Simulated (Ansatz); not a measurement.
`[F][GeH]([Cl])[GeH3]` + H₂S → `[F][GeH]([SH])[Cl]` + GeH₄ at 298.15 K and 1 bar (cleavage of the Ge–Ge bond).

Isolated molecules relaxed with PBE0-D4/def2-TZVP in Ansatz; ΔE leaves out vibrations. CBS: MP2 limit from def2 TZ/QZ plus the TZ coupled-cluster correction, frozen cores. This one scheme is used for every species. For Ge outer-core shells are correlated without core-valence functions, which leaves a few kJ/mol of doubt a bond. Scalar relativity is left out up to krypton. One conformer a species, not always the lowest.

```json
{"species": "`[F][GeH]([Cl])[GeH3]`", "CCSD(T)/CBS energy (Eh)": "-4714.27861", "H − E (kJ/mol)": "114.3", "S (J/(mol·K))": "373.1"}
{"species": "H₂S", "CCSD(T)/CBS energy (Eh)": "-398.97279", "H − E (kJ/mol)": "49.9", "S (J/(mol·K))": "205.7"}
{"species": "`[F][GeH]([SH])[Cl]`", "CCSD(T)/CBS energy (Eh)": "-3034.76350", "H − E (kJ/mol)": "74.8", "S (J/(mol·K))": "341.9"}
{"species": "GeH₄", "CCSD(T)/CBS energy (Eh)": "-2078.49493", "H − E (kJ/mol)": "88.5", "S (J/(mol·K))": "217.3"}
```

H − E and S are ideal-gas, rigid-rotor, harmonic terms from PBE0-D4/def2-TZVP, for one conformer and one mirror image of each species. 1 Eh = 2625.50 kJ/mol, R = 8.31446 J/(mol·K).

By hand: ΔE, ΔH, ΔS and ΔG.

ΔE = (-3034.76350) + (-2078.49493) − (-4714.27861) − (-398.97279) = -0.00703 Eh = -18.5 kJ/mol. Δ(H − E) = 74.8 + 88.5 − 114.3 − 49.9 = -0.9, so ΔH = -19.4 kJ/mol. ΔS = 341.9 + 217.3 − 373.1 − 205.7 = -19.6 J/(mol·K). ΔG = -19.4 − 298.15 × (-19.6)/1000 = -13.6 kJ/mol.

By hand: the equilibrium constant, and the temperature at which ΔG would vanish if ΔH and ΔS stayed fixed.

log₁₀ K = −ΔG/(RT ln 10) = 2.4. ΔG = 0 at ΔH/ΔS = 990 K, though so small a ΔS makes that figure unsure.

ΔH outweighs TΔS. A doubt of 5 kJ/mol in ΔE shifts log₁₀ K by 0.9 here. Other conformers and mirror images would add mixing entropy, several J/(mol·K) or more a flexible species. These are equilibria of isolated gas molecules and say nothing of rates. Largest T1 diagnostic: 0.012 (customary marks: 0.02 for closed shells, 0.045 for open ones).
